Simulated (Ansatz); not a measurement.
Species: SnF₃ (charge +1, singlet). SMILES: [Sn+]([F])([F])[F]

Atoms: Sn1, F2, F3, F4. Bonds: Sn1-F2, Sn1-F3, Sn1-F4.

Bond lengths (Å) and angles (degrees) optimised at HF/3-21G with Ansatz (a quantum-chemistry and plane-wave program); HF/6-31G* with LANL2DZ past Ar with Ansatz; PBE/6-31G* with LANL2DZ past Ar with Ansatz, each started from the B3LYP-D3(BJ)/def2-TZVP structure (Ansatz) of the last column. A row stands for all coordinates that are equal there. 6-31G* holds six Cartesian d functions. No wavenumbers were computed at PBE/6-31G* with LANL2DZ past Ar, so these may be saddle points.

```csv
coordinate,HF/3-21G,HF/6-31G* with LANL2DZ past Ar,PBE/6-31G* with LANL2DZ past Ar,B3LYP-D3(BJ)/def2-TZVP
Sn1-F2,1.839,1.738,1.795,1.851
F2-Sn1-F3,120.0,120.0,120.0,120.0
```

Mean signed difference of all 3 bond lengths from B3LYP-D3(BJ)/def2-TZVP: HF/3-21G -0.012 Å, HF/6-31G* with LANL2DZ past Ar -0.113 Å, PBE/6-31G* with LANL2DZ past Ar -0.057 Å.
